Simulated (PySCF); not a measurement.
HfCl₃, SMILES [Hf+]([Cl])([Cl])[Cl], charge +1, multiplicity 1.

Geometry: B3LYP-D3(BJ)/def2-SVP. The spin state was assumed, not searched. The isomer is the one that the SMILES or the coordinates give; other isomers of the formula were not compared. The def2 effective core potentials stand for the cores of Hf; spin–orbit coupling is left out.

The numbers are results of PBE0/def2-TZVPD run with PySCF, not measurements.

Isolated molecule, no solvent.

| Quantity | Value |
|---|---|
| total energy | -1428.12227 hartree |
| point group | C3v |
| highest occupied level | -14.49 eV |
| lowest empty level | -8.97 eV |
| orbital gap | 5.52 eV |
| dipole moment about the centre of nuclear charge | 0.823 e·Å |
| mean static polarisability | 72.2 bohr³ (10.70 Å³) |
| polarisability, principal values | 51.2, 82.7, 82.7 bohr³ |
